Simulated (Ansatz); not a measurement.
Isolated molecules relaxed with PBE0-D4/def2-TZVP in Ansatz; ΔE leaves out vibrations. CCSD(T)/CBS is the MP2 limit (def2-TZVPP, def2-QZVPP) plus CCSD(T) − MP2 in def2-TZVPP, frozen cores. This one scheme is used for every species. DFT in def2-TZVPP. For Ga outer-core shells are correlated without core-valence functions, which leaves a few kJ/mol of doubt a bond. Scalar relativity is left out up to krypton.

`C[S][GaH2]` + SiH₄ → `[SiH3][GaH2]` + CH₃SH  (formal exchange of groups at a Ga–S bond)

(1) Is it downhill or uphill in electronic energy at CCSD(T)/CBS, and by how much? (An estimate is asked.)

(2) What do these levels give: PBE0-D4, BLYP, CAM-B3LYP, LC-ωPBE, CCSD/def2-TZVPP, CCSD/CBS(def2)? (Best estimate.)

Largest T1 diagnostic among the species: 0.013.

## Answers

(1) Computed: Uphill: ΔE = +21.0 kcal/mol.

(2) Computed: PBE0-D4 19.1, BLYP 19.6, CAM-B3LYP 20.1, LC-ωPBE 18.7, CCSD/def2-TZVPP 20.0, CCSD/CBS(def2) 20.5 kcal/mol.

From BLYP to BHLYP (50 % exact exchange), in def2-TZVPP and without D4, ΔE moves by +0.8 kcal/mol. The D4 term adds +0.8 kcal/mol with B3LYP and +0.4 kcal/mol with PBE0; it sums over pairs of atoms, weighted by their polarisabilities, and B3LYP, whose exchange is more repulsive, gets the larger term.

B3LYP here is the variant with VWN-RPA as its local correlation; programs differ in this.
